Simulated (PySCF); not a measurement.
# Tin: a sound run and one with changed settings

Sound run: Sn [Kr] 4d10 5s2 5p2, Sn⁺ [Kr] 4d10 5s2 5p1. All numbers are calculated (PySCF 2.14, the spin-free X2C one-electron Hamiltonian (Gaussian nucleus), in x2c-TZVPall). In the sound run the correlated levels freeze [Kr] 4d10. The sound run starts from symmetry-adapted Hartree-Fock orbitals and uses a fine grid where one is needed.

Changed run: no relativity, point nucleus. This setting is unsound on purpose.

```
species  method  sound run (hartree)  changed run (hartree)  converged
     Sn     UHF          -6173.74853            -5904.53092        yes
     Sn   B3LYP          -6176.53121            -5907.65819        yes
     Sn    TPSS          -6176.19160            -5907.30898        yes
     Sn     MP2          -6173.79043            -5904.57404        yes
    Sn⁺     UHF          -6173.49647            -5904.27398        yes
    Sn⁺   B3LYP          -6176.26406            -5907.38691        yes
    Sn⁺    TPSS          -6175.92547            -5907.03741        yes
    Sn⁺     MP2          -6173.52791            -5904.30655        yes
```

Ionisation energy of Sn:

```json
{"method": "UHF", "sound run (eV)": "6.859", "changed run (eV)": "6.992"}
{"method": "B3LYP", "sound run (eV)": "7.270", "changed run (eV)": "7.382"}
{"method": "TPSS", "sound run (eV)": "7.242", "changed run (eV)": "7.390"}
{"method": "MP2", "sound run (eV)": "7.143", "changed run (eV)": "7.279"}
{"method": "SCS-MP2", "sound run (eV)": "7.081", "changed run (eV)": "7.218"}
```

Most of the change in total energy is the relativistic energy itself. On top of that the contraction fixes the core shape for the Hamiltonian it was made with, so the changed run is not a good calculation with the other Hamiltonian either.

For comparison, NIST gives 7.344 eV between the lowest levels.
